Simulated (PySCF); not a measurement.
## V: excitation energy

V [Ar] 3d3 4s2 (4F) → V [Ar] 3d3 4s1 5s1 (6F), as a difference of total energies. All numbers are calculated (PySCF 2.14, scalar relativity by spin-free X2C-1e, in aug-cc-pVQZ-DK (9s8p6d4f3g2h, 140 functions)). Correlated levels: valence: [Ar] frozen. The calculations carry no spin-orbit coupling.

```tsv
method	excitation energy (eV)
UHF	3.458
PBE	4.306
PBE0	4.221
r2SCAN	4.138
BHandHLYP	4.552
PBEsol	4.296
MP2 (valence)	4.305
SCS-MP2 (valence)	4.561
```

Q: Estimate what LDA gives.

A: 4.581 eV, closest to SCS-MP2 (valence) among the rows shown.

Q: Estimate what B97-3 gives.

A: 4.778 eV, closest to SCS-MP2 (valence) among the rows shown.

The promoted electron is Rydberg-like, and one or two diffuse shells describe it only roughly, which tends to raise the upper state.
